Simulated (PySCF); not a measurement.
**Gd(III) with different ligands**

Computed with PySCF 2.14.0, PBE0, def2-SVP on the ligands, density fitting, scalar-relativistic core potentials, no spin-orbit coupling, vacuum. The metal has lcecp-1-SVP with ECP53. Each complex is relaxed within the symmetry of a template of the same shape. Distances are means of the shortest metal–ligand contacts, charges and spins Mulliken's; removal energies are rigid, with the ligand's formal charge and no counterpoise, so too large; for an anion taken off a cation in vacuum most of it is the attraction of opposite charges, and multiply charged cations can part far more cheaply with an electron moved from ligand to metal. lcecp potentials hold a fixed number of 4f electrons in the core, out of states, spins and gaps.

```json
{"complex": "GdCl3(NH3)", "point group": "C3v", "M–first ligand (Å)": "2.518", "charge on M (e)": "0.83", "dipole (D)": "5.30", "removal of one first-named ligand (eV)": "8.87", "strongest infrared band, degenerate modes summed (cm⁻¹)": "1223", "unstable modes (below −25 cm⁻¹)": "0"}
{"complex": "GdH3(H2O)", "point group": "C1", "M–first ligand (Å)": "2.062", "charge on M (e)": "0.77", "dipole (D)": "4.14", "removal of one first-named ligand (eV)": "9.91", "strongest infrared band, degenerate modes summed (cm⁻¹)": "1413", "unstable modes (below −25 cm⁻¹)": "0"}
{"complex": "Gd(NH2)3(H2O)", "point group": "Cs", "M–first ligand (Å)": "2.217", "charge on M (e)": "0.81", "dipole (D)": "4.44", "removal of one first-named ligand (eV)": "9.89", "strongest infrared band, degenerate modes summed (cm⁻¹)": "–", "unstable modes (below −25 cm⁻¹)": "not given"}
```

Problem. A further member has point group C3v, M–first ligand (Å) 2.056, charge on M (e) 0.63, dipole (D) 5.68, removal of one first-named ligand (eV) 8.89, strongest infrared band, degenerate modes summed (cm⁻¹) 1368, unstable modes (below −25 cm⁻¹) 0. Which complex is it?

Solution. GdH3(NH3). The answer isn't unique; the calculation gave this one.

Moved off a saddle point of the template and relaxed again: GdH3(H2O). One start shape was tried for each, so a minimum needn't be the lowest isomer.
